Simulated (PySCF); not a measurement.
## Bonding in `C1C[C@H]2CC[C@@H]1C2`

Species: C7H12.
Numbering: `[CH2:1]1[CH2:2][C@H:3]2[CH2:4][CH2:5][C@@H:6]1[CH2:7]2` (hydrogens: H8, H9 on C1; H10, H11 on C2; H12 on C3; H13, H14 on C4; H15, H16 on C5; H17 on C6; H18, H19 on C7)

Cartesian coordinates in Å at the PBE0-D3(BJ)/def2-SVP level; atoms count from 1:
```
atom  x, y, z in Å
C1     1.314   -0.381   -0.714
C2     0.890    1.105   -0.572
C3    -0.332    1.031    0.356
C4    -1.499    0.409   -0.426
C5    -1.075   -1.077   -0.569
C6     0.282   -1.124    0.149
C7     0.060   -0.122    1.290
H8     1.305   -0.733   -1.758
H9     2.333   -0.544   -0.330
H10    1.691    1.706   -0.116
H11    0.645    1.575   -1.537
H12   -0.581    1.987    0.840
H13   -1.653    0.907   -1.396
H14   -2.441    0.503    0.136
H15   -0.995   -1.402   -1.618
H16   -1.799   -1.747   -0.080
H17    0.595   -2.136    0.444
H18    0.970    0.082    1.876
H19   -0.747   -0.418    1.979
```

Bond orders from the PBE0/pcSseg-1 density (PySCF). Geometry: PBE0-D3(BJ)/def2-SVP; no solvent, vibrations or thermal averaging.

Question: How far do the computed orders between heavy atoms stray from the drawn ones?

Answer: The largest departure is 0.039, at C6–C7 (drawn single, 0.961) and C7–C3 (drawn single, 0.961).

Question: Set the Mayer orders of the bonds between heavy atoms beside their lengths.

Answer: 
```
 bond  drawn as  length (Å)  Mayer order
C1–C2    single       1.552        1.010
C2–C3    single       1.537        1.002
C3–C4    single       1.536        1.002
C4–C5    single       1.552        1.010
C5–C6    single       1.536        1.002
C6–C7    single       1.535        0.961
C6–C1    single       1.536        1.002
C7–C3    single       1.534        0.961
```

Bonds between the same two heavy elements. C–C: lowest C6–C7 and C7–C3 (0.961, 1.535 Å), highest C1–C2 and C4–C5 (1.010, 1.552 Å); in 4 of the 28 pairs the longer bond (by over 0.003 Å) has the higher order (by 0.02 or more). Bonds named together lie within 0.004.

Question: And the bonds to hydrogen?

Answer: C–H: 0.95 to 0.97 (12 bonds).

Question: Sum the orders of all bonds at each heavy atom with more than one neighbour and set the sums beside the valence in the SMILES.

Answer: C1 3.919 (drawn 4), C2 3.919 (drawn 4), C3 3.938 (drawn 4), C4 3.919 (drawn 4), C5 3.919 (drawn 4), C6 3.938 (drawn 4), C7 3.840 (drawn 4). Orders between atoms that aren't bonded are not in these sums.

For a closed shell the Mayer order of atoms A and B is Σ (PS)μν (PS)νμ over the basis functions μ on A and ν on B, with P the density and S the overlap matrix.
